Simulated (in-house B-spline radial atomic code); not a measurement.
Atomic self-consistent-field run: Xe⁺. Level of theory: non-relativistic Hartree-Fock, average of configuration, point nucleus, inside a hard spherical wall at 1.69 bohr; calculated with a B-spline radial code for spherical atoms.

Command:
```bash
python run_scf.py task.json out
```
Settings:
```
Z                54
configuration    [Ar] 3d9 4s2 4p6 4d10 5s2 5p5 5f1
hamiltonian      nr
method           hf
spin_polarised   False
wall_radius      1.69
```

Output (hartree, bohr):
```
 radial grid: 40 intervals, B-splines of order 8, outer radius 1.69 bohr

 iter        energy (Eh)    residual
    1       -7163.560849    7.03e-01
    2       -7164.567280    1.20e-01
    3       -7164.656943    4.07e-02
    4       -7164.666099    1.43e-02
    5       -7164.667041    4.08e-03
    6       -7164.667174    1.30e-04
    7       -7164.667174    1.26e-05
    8       -7164.667174    1.99e-07

 total energy                     -7164.66717
 kinetic                            7337.5030
 electron-nucleus                 -17320.3362
 electron-electron                  2818.1661

 orbital      occ     eigenvalue          <r>       <r^2>       <1/r>       <r^4>     <1/r^2>       r_max
 1s         2.000     -1221.7189    0.0281435  0.00105937     53.4659 2.84116e-06     5735.64     0.01865
 2s         2.000      -186.9635     0.120853   0.0171519     12.3114 0.000499433     615.061      0.1028
 2p         6.000      -175.3677     0.103061   0.0129072     12.2923 0.000326312     204.418     0.08045
 3s         2.000       -37.5569     0.317985    0.115392     4.54178    0.020144     126.367      0.2906
 3p         6.000       -32.5826     0.308674    0.110314     4.45749     0.01925      41.839      0.2777
 3d         9.000       -23.5968     0.282116    0.094401     4.29249   0.0167585     22.9821      0.2264
 4s         2.000        -5.5229     0.744514    0.620193     1.83551    0.537452     26.5983      0.6893
 4p         6.000        -3.6628     0.775456    0.674114     1.72578    0.635493     8.47403      0.7119
 4d        10.000        -0.3432     0.821281    0.758847     1.57541    0.803238     4.45141      0.7599
 5s         2.000         3.9087      1.05681     1.24864     1.36524     2.00133     18.4242        1.24
 5p         5.000         5.0884      1.03824     1.22284     1.40847     1.97538     7.00956       1.257
 5f         1.000         9.2458     0.927304     1.03412     1.42499     1.65409     2.77637       1.296
```

Run time, properties included: 0.1 s on 1 thread of Intel(R) Xeon(R) Platinum 8488C, on a shared host.
